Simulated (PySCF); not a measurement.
The numbers are results of B3LYP-D3(BJ)/def2-TZVP // PBE0-D4/def2-TZVP run with PySCF 2.14.0, not measurements. All species are isolated molecules in the gas phase. One relaxed conformer stands for a flexible species; it need not be the lowest. B3LYP has the VWN-RPA correlation part, as in Gaussian. 

Reference species (SMILES): `[H]/[C]=C\C` (neutral, multiplicity 2).

```json
{
  "highest_occupied_spin_orbital": "-6.43 eV"
}
```

Changed species: `[CH2]C=C` (H–C–C–C torsion 0°) (H atom removed from C3; the reference has H atom removed from C1).

Task: Predict the effect on the highest occupied spin orbital.

Result: the highest occupied spin orbital rises by 0.85 eV, to -5.58 eV.
